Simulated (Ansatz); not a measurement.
One change: `[NH]=[Ta]([NH2])([NH2])[NH2]` becomes `[NH]=[V]([NH2])([NH2])[NH2]`.

Ansatz, PBE0-D4/def2-TZVP geometries, multiplicity 1. Each molecule was computed in one conformer, which needn't be the lowest.

Elements past krypton have def2 core potentials. Scalar relativity is left out up to krypton.

```
                               property  `[NH]=[Ta]([NH2])([NH2])[NH2]`
HOMO–LUMO gap (ωB97M-V/def2-TZVPP) / eV                           10.50
   HOMO–LUMO gap (PBE0/def2-TZVPP) / eV                            6.98
    HOMO energy (B3LYP/def2-TZVPP) / eV                           -6.53
  HOMO–LUMO gap (B3LYP/def2-TZVPP) / eV                            6.43
     HOMO energy (PBE0/def2-TZVPP) / eV                           -6.77
  HOMO energy (ωB97M-V/def2-TZVPP) / eV                           -9.08
```

Task: Give the same properties after the change, and the shifts. (An estimate is asked.)

Result: The calculation gave: 
```json
{"property": "HOMO–LUMO gap (ωB97M-V/def2-TZVPP) / eV", "`[NH]=[V]([NH2])([NH2])[NH2]`": "10.10", "shift": "-0.40"}
{"property": "HOMO–LUMO gap (PBE0/def2-TZVPP) / eV", "`[NH]=[V]([NH2])([NH2])[NH2]`": "5.57", "shift": "-1.41"}
{"property": "HOMO energy (B3LYP/def2-TZVPP) / eV", "`[NH]=[V]([NH2])([NH2])[NH2]`": "-6.67", "shift": "-0.14"}
{"property": "HOMO–LUMO gap (B3LYP/def2-TZVPP) / eV", "`[NH]=[V]([NH2])([NH2])[NH2]`": "5.06", "shift": "-1.37"}
{"property": "HOMO energy (PBE0/def2-TZVPP) / eV", "`[NH]=[V]([NH2])([NH2])[NH2]`": "-6.90", "shift": "-0.13"}
{"property": "HOMO energy (ωB97M-V/def2-TZVPP) / eV", "`[NH]=[V]([NH2])([NH2])[NH2]`": "-9.24", "shift": "-0.16"}
```

With PBE0 the HOMO falls by 0.13 eV and the LUMO falls by 1.54 eV, so the gap narrows by about 1.41 eV. PBE moves the HOMO by -0.14 eV and ωB97M-V by -0.16 eV.

B3LYP here is the variant with VWN-RPA as its local correlation; programs differ in this.
